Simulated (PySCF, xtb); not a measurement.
Be(Cl)(SH) (BeClHS), SMILES [SH][Be][Cl].

GFN2-xTB in xtb at its own geometry gives an orbital gap of 4.70 eV and a dipole moment of 1.59 D.

Geometry: r2SCAN-D4/def2-TZVP. The values are those of a single conformer.

### Question
What does CAM-B3LYP/def2-TZVPD (PySCF) give? (Estimate from the structure and the level; the computed values follow.)

### Answer
gap 9.17 eV (levels -9.25 and -0.08 eV), dipole 0.79 D.
